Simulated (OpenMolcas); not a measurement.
# Rh3+ in K2NaGaF6

Rh3+ with its 6 nearest fluoride ions at 1.962 Å, on the Ga site of K2NaGaF6 (a = 8.246 Å, distance in the model lattice 1.938 Å). The rest of the host is ab initio model potentials to 7.6 Å, with orthogonalisation functions on the cations behind the ligands, and point charges beyond; the distance is set by hand and nothing relaxes. Ligand basis ANO-RCC-VDZP.
```
Rh    0.0000    0.0000    0.0000
F     1.9620    0.0000    0.0000
F     0.0000    1.9620    0.0000
F    -1.9620    0.0000    0.0000
F     0.0000   -1.9620    0.0000
F     0.0000    0.0000    1.9620
F     0.0000    0.0000   -1.9620
```

```yaml
Program: OpenMolcas 26.06
Method: CASSCF
Basis: ANO-RCC-VDZP [6s5p3d1f]
Scalar_Hamiltonian: DKH2, point nucleus
Active_space: 6 electrons in 5 orbitals (4d)
State_averaging: 2S+1 = 5 even, 5 roots; 2S+1 = 3 even, 45 roots; 2S+1 = 1 even, 50 roots
Spin-orbit_coupling: RASSI with atomic mean-field integrals over the reference wave functions
```

The lowest spin-free states (labels of O, the rotations of Oh), above the lowest:

| State | Degeneracy | E (cm-1) |
| --- | --- | --- |
| 1A1 | 1 | 0.0 |
| 3T1 | 3 | 15266 |
| 3T2 | 3 | 20646 |
| 5T2 | 3 | 20767 |
| 1T1 | 3 | 21965 |
| 1T2 | 3 | 32215 |
| 2S+1 = 3 | 3 | 37726 |
| 2S+1 = 3 | 3 | 38513 |
| 3E | 2 | 41383 |
| 3T1 | 3 | 41637 |
| 3T2 | 3 | 44471 |
| 5E | 2 | 45103 |
| 1T2 | 3 | 45853 |
| 1E | 2 | 46402 |
| 1A1 | 1 | 47441 |
| 1T1 | 3 | 52642 |
| 3A2 | 1 | 53221 |
| 1T2 | 3 | 53451 |
| 1A2 | 1 | 53524 |
| 3T1 | 3 | 58171 |

The lowest levels with spin-orbit coupling:

```csv
E (cm-1),Degeneracy,2S+1
0.0,1,1
14728,2,3
14841,3,3
15478,3,3
16169,1,3 (84 %)
19496,3,3 (62 %)
19833,3,5 (83 %)
20001,2,3 (62 %)
21442,3,5 (62 %)
21880,2,5 (57 %)
21907,3,3 (77 %)
21977,1,3
22171,3,5 (90 %)
22328,3,5
22527,1,5 (87 %)
22951,3,1 (66 %)
32391,3,1
37486,2,3
37849,3,3
37985,3,3
```

Powder χT (cm3 K/mol): 0 at 2 K, 0.00106 at 10 K, 0.00532 at 50 K, 0.0106 at 100 K, 0.0213 at 200 K, 0.0319 at 300 K. The effective moment at 300 K is 2.828 √(χT) = 0.51 μB.

The lowest level has 2S+1 = 1, for which the spin-only value is χT = S(S+1) / 2 = 0.000 cm3 K/mol (g = 2). The computed 0.032 at 300 K differs by +0.032, through orbital momentum, spin-orbit coupling and any other state in reach.

Metal share of the active 4d orbitals (Löwdin): 78, 78, 90, 90, 90 %; Mulliken charge of the metal 1.67.

A least-squares ligand-field fit to the states below 45000 cm-1, each weighted by its degeneracy and with a free common offset, gives 10Dq = 24308 cm-1, B = 791 cm-1 and C = 3167 cm-1 (C/B = 4.01), with an rms deviation of 186 cm-1.

The same method and metal basis give the free ion B = 943 cm-1 (fit to its terms below 60000 cm-1, rms deviation 26 cm-1), so the nephelauxetic ratio is β = 791 / 943 = 0.84; it hangs on how both fits weigh the states, and computed free-ion B values tend to be too large, so β mixes covalency with correlation.

Without dynamic correlation the repulsion within the d shell is too large (B by tens of per cent), so at a given field states of lower spin stand too high. The least metal-like active orbital is 78 % on the metal (Löwdin) and no ligand orbital is active, so the numbers are rough. With metal d orbitals alone the field can be off either way by tens of per cent. Ligand-to-metal charge-transfer states are missing. With no ligand orbital active B as a rule stays too high, so bands that hang on it stand too high and its fall with covalency is understated. No measured value stands beside these numbers; the geometry was set by hand and not optimised.

The RASSCF and RASSI steps took 54 s on 1 thread of Arm Neoverse V1, with other jobs on the host; the integral step is not counted.

A state without a sure symmetry label is named by its multiplicity alone.
